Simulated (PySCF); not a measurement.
[(E)-2-germylethenyl]germane (C₂H₈Ge₂), SMILES [GeH3]/[CH]=[CH]/[GeH3].

Coordinates come from a PBE0-D3(BJ)/def2-SVP optimisation.

Vertical ionisation energy (IE) and electron affinity (EA) in eV. Rows of orbital energies are one-electron estimates. Where ΔSCF, EOM or ADC give a negative EA the extra electron is unbound and the value depends on the basis.

```
level                                              IE     EA
-----------------------------------------------  ----  -----
−ε(HOMO), −ε(LUMO), CAM-B3LYP/def2-TZVP (PySCF)  9.19  -0.47
−ε(HOMO), −ε(LUMO), PBE/def2-TZVP (PySCF)        6.81   1.68
```
